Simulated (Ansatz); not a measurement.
Steps of a relaxation of CH₇AlBGeN with RKS PBE-D4/def2-SVP.

```sh
$ ansatz run in.yaml --threads 4 --pin off --events-out ev --progress --plain --max-ram 10444MiB
```

```yaml
crystal:
  periodic: [false, false, false]
  atoms:
    - {symbol: B, position_ang: [-1.239600, 0.276900, 1.553600]}
    - {symbol: C, position_ang: [-0.845300, -0.211600, 0.112100]}
    - {symbol: Al, position_ang: [-0.122200, -1.999600, 0.147700]}
    - {symbol: Ge, position_ang: [1.098100, 0.194700, -0.280300]}
    - {symbol: N, position_ang: [1.225300, 0.543500, -2.111000]}
    - {symbol: H, position_ang: [-0.530100, 0.915500, 2.239000]}
    - {symbol: H, position_ang: [-2.310900, 0.003300, 1.981800]}
    - {symbol: H, position_ang: [-1.485300, 0.059500, -0.731600]}
    - {symbol: H, position_ang: [-0.025500, -3.408800, 0.922300]}
    - {symbol: H, position_ang: [1.496000, 1.319700, 0.693600]}
    - {symbol: H, position_ang: [0.592100, 1.363600, -2.283600]}
    - {symbol: H, position_ang: [2.224500, 0.888200, -2.209400]}
basis:
  gaussian: {orbitals: def2-SVP}
hamiltonian: {xc: pbe, dispersion: d4}
relax: {f_tol: 0.03, max_steps: 200}
```

Positions (Å) and forces (eV/Å) along the path, 10 of 22 steps:

```xyz
12
step=1 energy=-66401.8411 eV
B    -1.240    0.277    1.554   -0.749   -0.721   -1.776
C    -0.845   -0.212    0.112    0.114    1.095    1.237
Al   -0.122   -2.000    0.148    1.571    0.445    0.410
Ge    1.098    0.195   -0.280   -0.156   -1.788    0.042
N     1.225    0.543   -2.111    0.594    1.030   -0.153
H    -0.530    0.915    2.239    0.896    0.368    0.650
H    -2.311    0.003    1.982   -0.845   -0.103    0.358
H    -1.485    0.059   -0.732   -0.823   -0.098   -0.250
H    -0.025   -3.409    0.922   -0.376    0.000   -0.235
H     1.496    1.320    0.694    0.241    0.310    0.204
H     0.592    1.364   -2.284    0.673   -0.319   -0.131
H     2.224    0.888   -2.209   -1.140   -0.217   -0.356
12
step=5 energy=-66402.8342 eV
B    -1.347    0.227    1.550    0.262   -0.299    0.228
C    -0.874   -0.063    0.149   -0.542    0.089   -0.436
Al    0.163   -1.753    0.480    0.008   -0.130    0.174
Ge    1.107    0.267   -0.310   -0.084    0.113   -0.027
N     1.224    0.597   -2.154    0.130    0.026    0.087
H    -0.510    0.457    2.447   -0.244   -0.113   -0.166
H    -2.526    0.110    1.875    0.150    0.153   -0.041
H    -1.650   -0.190   -0.660    0.419    0.118    0.306
H    -0.140   -3.292    0.822    0.042    0.157   -0.055
H     1.658    1.381    0.642   -0.030    0.003   -0.088
H     0.764    1.498   -2.359    0.045   -0.055   -0.008
H     2.208    0.706   -2.448   -0.157   -0.064    0.025
12
step=9 energy=-66403.3279 eV
B    -1.324    0.002    1.505   -0.676    0.097   -0.493
C    -0.961    0.130    0.072    0.491    0.062    0.178
Al    0.125   -1.526    0.725    0.069    0.038    0.256
Ge    1.039    0.411   -0.270   -0.075   -0.007   -0.012
N     1.240    0.507   -2.124   -0.102    0.043   -0.047
H    -0.417   -0.303    2.343    0.158   -0.326   -0.216
H    -2.464    0.053    1.929    0.146   -0.033    0.252
H    -1.670    0.200   -0.768   -0.149    0.172    0.075
H    -0.109   -3.079    0.981    0.035    0.007    0.046
H     1.554    1.654    0.525   -0.043    0.069   -0.060
H     0.840    1.395   -2.466    0.076   -0.099    0.004
H     2.222    0.500   -2.420    0.069   -0.023    0.017
12
step=10 energy=-66403.4561 eV
B    -1.365   -0.031    1.457   -0.485   -0.049    0.359
C    -0.966    0.180    0.074    0.469    0.073   -0.581
Al    0.140   -1.496    0.803    0.009    0.018   -0.051
Ge    1.031    0.423   -0.265   -0.144    0.073   -0.013
N     1.243    0.487   -2.121   -0.047   -0.034   -0.006
H    -0.408   -0.466    2.237   -0.055   -0.023    0.084
H    -2.460    0.047    1.983    0.176   -0.102    0.147
H    -1.677    0.315   -0.759   -0.017    0.142    0.056
H    -0.077   -3.053    1.024    0.033   -0.042    0.024
H     1.527    1.700    0.489   -0.020    0.020   -0.050
H     0.859    1.373   -2.482    0.040   -0.041    0.002
H     2.230    0.468   -2.407    0.040   -0.036    0.028
12
step=13 energy=-66403.5166 eV
B    -1.411   -0.065    1.468    0.057   -0.059   -0.098
C    -0.969    0.261    0.099    0.000   -0.004    0.076
Al    0.158   -1.457    0.780   -0.054   -0.003   -0.008
Ge    1.006    0.501   -0.250   -0.029    0.032   -0.014
N     1.236    0.429   -2.107    0.055    0.089   -0.039
H    -0.469   -0.555    2.239    0.018   -0.007    0.038
H    -2.475   -0.070    2.048   -0.002    0.008   -0.034
H    -1.685    0.491   -0.711   -0.008    0.007    0.050
H     0.011   -3.038    0.951    0.015    0.070   -0.017
H     1.510    1.822    0.417   -0.013   -0.009   -0.017
H     0.938    1.319   -2.539    0.066   -0.115    0.029
H     2.228    0.309   -2.361   -0.106   -0.010    0.034
12
step=14 energy=-66403.5213 eV
B    -1.424   -0.105    1.474    0.058    0.176    0.000
C    -0.982    0.307    0.125   -0.096   -0.024    0.133
Al    0.158   -1.423    0.766    0.109   -0.039   -0.059
Ge    0.983    0.553   -0.244    0.057   -0.021   -0.030
N     1.227    0.404   -2.098    0.204    0.254   -0.148
H    -0.469   -0.591    2.245   -0.068    0.012   -0.058
H    -2.484   -0.141    2.058   -0.025   -0.008   -0.058
H    -1.713    0.570   -0.663    0.010   -0.060    0.058
H     0.057   -3.002    0.891   -0.002   -0.056   -0.010
H     1.487    1.892    0.384   -0.022   -0.022   -0.026
H     1.026    1.306   -2.571    0.087   -0.277    0.103
H     2.210    0.175   -2.332   -0.312    0.063    0.095
12
step=18 energy=-66403.5331 eV
B    -1.416   -0.097    1.494    0.003    0.001   -0.016
C    -1.000    0.296    0.136    0.011    0.005    0.029
Al    0.168   -1.416    0.749   -0.003   -0.001    0.005
Ge    0.963    0.574   -0.253   -0.002    0.004    0.001
N     1.222    0.447   -2.099    0.043    0.012   -0.045
H    -0.461   -0.593    2.247   -0.009    0.005    0.003
H    -2.481   -0.142    2.069    0.001   -0.002    0.001
H    -1.746    0.542   -0.639   -0.004   -0.003   -0.002
H     0.078   -3.002    0.859    0.002   -0.009   -0.002
H     1.439    1.922    0.369   -0.005   -0.002   -0.005
H     1.165    1.357   -2.575    0.011   -0.030    0.021
H     2.147    0.056   -2.321   -0.047    0.020    0.010
12
step=19 energy=-66403.5336 eV
B    -1.417   -0.100    1.497    0.002    0.004    0.003
C    -1.003    0.297    0.140   -0.003   -0.003    0.001
Al    0.169   -1.415    0.750   -0.001   -0.006    0.006
Ge    0.957    0.576   -0.259    0.007    0.013    0.001
N     1.222    0.457   -2.104    0.018    0.006   -0.027
H    -0.460   -0.594    2.250   -0.006    0.005   -0.003
H    -2.481   -0.146    2.073   -0.001   -0.003    0.001
H    -1.753    0.540   -0.633   -0.003   -0.001   -0.002
H     0.083   -3.001    0.857    0.002   -0.003   -0.001
H     1.426    1.928    0.358    0.002   -0.002    0.004
H     1.205    1.374   -2.571    0.010   -0.026    0.018
H     2.130    0.029   -2.324   -0.028    0.016    0.000
12
step=20 energy=-66403.5339 eV
B    -1.418   -0.101    1.497   -0.002    0.005    0.011
C    -1.006    0.296    0.139   -0.013    0.001    0.001
Al    0.170   -1.412    0.753    0.009   -0.007   -0.004
Ge    0.953    0.579   -0.262    0.003   -0.007   -0.005
N     1.217    0.468   -2.108   -0.016    0.014    0.016
H    -0.460   -0.592    2.251   -0.001    0.004   -0.004
H    -2.481   -0.152    2.075   -0.002   -0.002   -0.002
H    -1.758    0.535   -0.633    0.006    0.000    0.000
H     0.090   -2.999    0.860   -0.001    0.000    0.001
H     1.423    1.929    0.356   -0.002   -0.001   -0.003
H     1.241    1.390   -2.562    0.004   -0.003   -0.002
H     2.106    0.005   -2.331    0.014   -0.006   -0.009
12
step=22 energy=-66403.5340 eV
B    -1.419   -0.102    1.498    0.002    0.000    0.000
C    -1.009    0.293    0.139   -0.010   -0.003    0.003
Al    0.171   -1.413    0.755    0.000   -0.002   -0.001
Ge    0.951    0.577   -0.265   -0.001    0.004   -0.005
N     1.214    0.478   -2.111    0.008    0.005    0.001
H    -0.457   -0.588    2.251    0.000    0.001    0.000
H    -2.481   -0.155    2.076    0.000    0.000    0.000
H    -1.761    0.530   -0.634    0.004    0.001   -0.001
H     0.092   -2.999    0.865    0.000    0.000    0.000
H     1.417    1.929    0.352    0.001   -0.001    0.001
H     1.269    1.404   -2.555    0.001   -0.009    0.003
H     2.089   -0.010   -2.338   -0.006    0.004   -0.003
```

Run time 27 s (4 threads of a server CPU on a shared host); peak host memory 0.2 GiB.
